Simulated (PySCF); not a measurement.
CH7ClGeSi. Atoms are numbered in the order given.

```xyz
11

Si     1.2413    -1.1474     0.3716
Cl     2.0445     0.7381     0.7791
C     -0.1697    -0.9623    -0.8397
Ge    -1.5052     0.4170    -0.3574
H      0.7590    -1.7192     1.6574
H      2.3395    -1.9926    -0.1715
H     -0.6882    -1.9338    -0.9175
H      0.2246    -0.7204    -1.8401
H     -0.9615     1.8176    -0.6874
H     -1.8223     0.3267     1.1495
H     -2.8001     0.1676    -1.1598
```
Charge 0, spin multiplicity 1.

Geometry optimised at B3LYP-D3(BJ)/def2-SVP. This is a generated structure with no PubChem entry under its InChIKey; it may be hypothetical. Other conformers were not sampled.

The numbers are results of PySCF with HF/pcSseg-1, not measurements.

GIAO shieldings, no solvent; atoms listed in one row are averaged. δ = σ(ref) − σ: ²⁹Si against TMS (σ = 393.8 ppm); ³⁵Cl against HCl (σ = 958.2 ppm); ¹³C against TMS (σ = 192.6 ppm); ⁷³Ge against GeH4 (σ = 1776.1 ppm); ¹H against TMS (σ = 31.99 ppm), references at their B3LYP-D3(BJ)/def2-TZVP geometries, non-relativistic (without spin–orbit terms, shifts of atoms bonded to Cl or Br come out too high).

Question: Estimate the chemical shifts. (Estimate from the structure and the level; the computed values follow.)

Answer: 
```json
[
 {"nucleus": "²⁹Si", "atoms": "Si1", "count": "1", "δ (ppm)": "-5.6"},
 {"nucleus": "³⁵Cl", "atoms": "Cl2", "count": "1", "δ (ppm)": "-69.5"},
 {"nucleus": "¹³C", "atoms": "C3", "count": "1", "δ (ppm)": "-8.0"},
 {"nucleus": "⁷³Ge", "atoms": "Ge4", "count": "1", "δ (ppm)": "86.4"},
 {"nucleus": "¹H", "atoms": "H6", "count": "1", "δ (ppm)": "5.13"},
 {"nucleus": "¹H", "atoms": "H5", "count": "1", "δ (ppm)": "4.89"},
 {"nucleus": "¹H", "atoms": "H9, H10, H11", "count": "3", "δ (ppm)": "4.16"},
 {"nucleus": "¹H", "atoms": "H8", "count": "1", "δ (ppm)": "0.39"},
 {"nucleus": "¹H", "atoms": "H7", "count": "1", "δ (ppm)": "-0.12"}
]
```
